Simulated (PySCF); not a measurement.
Sn(Cl)(SH)3 (ClH3S3Sn), SMILES [SH][Sn]([SH])([SH])[Cl].

The structure is a stationary point at B3LYP-D3(BJ)/def2-SVP. The structure was generated by enumeration; whether it is a known compound was not checked. The def2 effective core potentials stand for the cores of Sn; spin–orbit coupling is left out. Other conformers were not sampled.

These are r2SCAN/def2-TZVP in PySCF values and carry that method's errors.

The molecule is in vacuum.

Computed frontier levels, gap, dipole moment and polarisability:
| Item | Value |
|---|---|
| highest occupied level | -7.06 eV |
| lowest empty level | -3.39 eV |
| orbital gap | 3.67 eV |
| dipole moment | 2.63 D |
| quadrupole, principal values (traceless, Buckingham form, about the centre of nuclear charge) | -0.33, 0.13, 0.21 D·Å |
| mean static polarisability | 114.2 bohr³ (16.92 Å³) |
| polarisability, principal values | 107.4, 117.5, 117.6 bohr³ |
